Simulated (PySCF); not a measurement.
## Excitation energy of Mn(2+) by level of theory

Mn(2+) [Ar] 3d5 (6S) → Mn(2+) [Ar] 3d4 4s1 (6D), as a difference of total energies. Calculation: PySCF 2.14, in x2c-TZVPPall; scalar relativity by spin-free X2C-1e. Correlated levels: valence: [Ar] frozen. The calculations carry no spin-orbit coupling.

| method | excitation energy (eV) |
| --- | --- |
| UHF | 7.392 |
| MP2 (valence) | 7.896 |
| SCS-MP2 (valence) | 7.560 |
| CCSD (valence) | 7.885 |
| CCSD(T) (valence) | 7.893 |

How much does correlation contribute at CCSD(T) (valence)?

7.893 − (7.392) = 0.501 eV, measured against UHF.

A first-order spin-orbit estimate (lowest level to lowest level, LS coupling) adds -0.064 eV.

The basis was made for the ground configuration and has no added diffuse functions, so the excitation energy can come out too high.
